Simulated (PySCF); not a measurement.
Computed IR spectrum (relative IR intensity) of a molecule C₃H₇ClSi. Geometry: PBE0-D3(BJ)/def2-SVP. The values are those of a single conformer. Computed with PBE0-D3(BJ)/def2-SVP in PySCF. Frequencies are harmonic and unscaled.

Lines under 2 % of the strongest are left out, and lines within 2 cm⁻¹ are merged.

```
ν (cm⁻¹)  relative intensity
--------  ------------------
545                       23
580                       16
763                      8.4
803                      7.9
880                      100
943                       33
961                      7.5
1013                     7.2
1107                     2.3
1241                     2.3
1446                     3.4
1448                     7.9
1717                      26
2244                      31
2250                      39
3046                     4.2
3168                     4.4
```

Identify the compound among the candidates.
A. C/C=C/[SiH2]Cl
B. C/C=C(\[SiH3])Cl
C. ClC1C[SiH2]C1
D. [SiH3]C/C=C\Cl

A, C/C=C/[SiH2]Cl
